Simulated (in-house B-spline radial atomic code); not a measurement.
A fraction x of an electron is removed from 3d in Co⁴⁺, starting from [Ar] 3d5 and keeping the highest spin. Computed with a radial B-spline atomic code at the basis-set limit: non-relativistic wB97X, spin-polarised, spherical fractional occupations, point nucleus.

Caution: exact exchange at fractional occupations of open shells leaves self-interaction of up to several eV.

| x | E(x) - E(0) (eV) | 3d up level (eV) |
| --- | --- | --- |
| 0 | 0.0000 | -74.028 |
| 0.09 | 6.7440 | -75.842 |
| 0.2 | 15.2095 | -78.079 |
| 0.27 | 20.7252 | -79.514 |
| 0.45 | 35.3729 | -83.247 |
| 0.5 | 39.5614 | -84.295 |
| 0.54 | 42.9500 | -85.136 |
| 0.74 | 60.4010 | -89.386 |
| 0.79 | 64.8971 | -90.459 |
| 0.91 | 75.9076 | -93.054 |
| 1 | 84.3706 | -95.016 |

The exact functional would give a straight line between the two integer points. Deviations E(x) - E(0) - x[E(1) - E(0)], in eV: -0.849 at x = 0.09, -1.665 at x = 0.2, -2.055 at x = 0.27, -2.594 at x = 0.45, -2.624 at x = 0.5, -2.61 at x = 0.54, -2.033 at x = 0.74, -1.756 at x = 0.79, -0.87 at x = 0.91.

The curve lies below the straight line by up to 2.624 eV (at x = 0.5): convex, the delocalisation error, to which spherically averaged exact exchange adds.

(1) How well does Slater's transition state (minus the level at half occupation) give the ionisation energy?

Answers

(1) It gives 84.295 eV against 84.371 eV from the two total energies; NIST lists 79.50 eV, ground level to ground level. The end point has an open shell averaged over its orbitals, so its exact exchange keeps a self-interaction and this is no true integer point.
